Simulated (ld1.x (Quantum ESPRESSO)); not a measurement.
**Ar (Z = 18), RRKJ: configuration errors across variants**

- Element: argon (Ar)
- Generator: ld1.x (Quantum ESPRESSO) 7.5
- Type: norm-conserving RRKJ (Kleinman–Bylander form)
- Functional: PBEsol
- Relativity: non-relativistic
- Frozen core: [Ne]
- Valence charge: 8
- Reference configuration: 3s2 3p6
- Partial waves: 3p (bound): rc 1.10 bohr; 3s (bound): rc 0.95 bohr
- Local potential: the s channel
- Core correction: none

All-electron excitation energies from the reference (eV): (1) 3s2 3p5 16.030; (2) 3s2 3p4 44.646; (3) 3s2 3p3 87.171; (4) 3s2 3p2 144.735; (5) 3s2 3p5.5 6.535; (6) 3s1 3p6 30.338.

6 further variants failed, have other tests or another functional or relativity, and are left out.

Errors AE − PS in meV (a dash: test not solved or not reliable):

```tsv
change	(1)	(2)	(3)	(4)	(5)	(6)	bound ghosts
base	+5.7	+35	+116	+286	+1.1	+16	none
all radii scaled by about 1.22 (s 1.16, p 1.34 bohr)	+4.4	+29	+103	+269	+0.8	+4.4	none
wave 3p (bound): rc 1.10 bohr becomes 3p (bound): rc 1.08 bohr	+5.7	+35	+116	+286	+1.1	+16	none
core correction a·sin(br)/r model core inside 1.00 bohr	+5.2	+31	+100	+236	+1.0	+5.4	none
wave 3s (bound): rc 0.95 bohr becomes 3s (bound): rc 1.24 bohr	+4.5	+28	+95	+239	+0.9	+7.4	none
core correction a·sin(br)/r model core inside 1.14 bohr	+5.4	+33	+106	+257	+1.1	+8.6	none
```

**Question.** Give the same row for: wave 3s (bound): rc 0.95 bohr becomes 3s (bound): rc 0.68 bohr.

**Answer.** +26, +151, +464, +1083, +5.1, +76; bound ghosts: not determined.
